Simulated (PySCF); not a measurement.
Reading a saddle point

A first-order saddle point of CH$_{7}$BrSi, singlet, PBE0-D4/def2-TZVP, with one imaginary mode of 678i cm⁻¹:

```xyz
10
angstrom
Si -0.4085 0.0615 -0.5751
H 0.9110 0.7393 -1.4678
H -0.3057 -0.8829 -1.7365
H -1.6702 0.7918 -0.7815
C -0.0079 -0.9344 0.9309
H 0.8675 1.3277 -0.8251
Br 0.3507 2.3026 0.7723
H -0.3730 -1.9562 0.7951
H -0.4395 -0.4794 1.8212
H 1.0755 -0.9699 1.0665
```

PySCF 2.14 with density fitting (its default auxiliary sets; JK sets also for MP2 and CCSD(T)); basis: def2-TZVPP and def2-QZVPP; cores frozen in the correlated methods. Filled d shells of the heavier atoms are correlated. The def2 sets are not built for correlating such inner shells, so the correlated values are less sure here. Extrapolation: Hartree–Fock as exp(−7.88 √X), correlation as X^−2.97.

**Question.** Which contacts change along the imaginary mode, and what lies on either side? (A judgement: the text doesn't fix the answer.)

**Answer.** Computed: The step is CH₆Si ([CH3][SiH3]) + HBr → CH₅BrSi ([CH3][SiH2][Br]) + H₂, with the molecules in contact on both sides. Shortening one way: Si1–Br7, H2–H6; lengthening the same way: Si1–H2, H6–Br7.
```
   pair  one side (Å)  saddle (Å)  other side (Å)
Si1–Br7          4.18        2.72            2.23
  H2–H6          1.96        0.87            0.75
 Si1–H2          1.50        1.73            4.16
 H6–Br7          1.43        1.94            3.26
```

**Question.** Which side is lower, and how far does the saddle lie above each? (Judge from chemistry; the value comes from the calculation.)

**Answer.** By the calculation: The side with Si1–Br7, H2–H6 short is lower by 18.42 kcal/mol; the saddle lies 52.33 kcal/mol above it and 33.91 kcal/mol above the other (CCSD(T) at an estimated basis limit (MP2 extrapolated from triple and quadruple zeta, plus CCSD(T) − MP2 in triple zeta); electronic energies).

No T1 diagnostic of these runs exceeds 0.010.

Labels in which every atom is bracketed show which atoms are joined, not bond orders.

For scale, one of the runs: CCSD(T)/def2-TZVPP, 219 basis functions, launched by `OMP_NUM_THREADS=4 python run.py`. The run took 19 min on 4 CPU threads of an AMD EPYC (shared host), with 3.9 GiB of host memory at its peak.
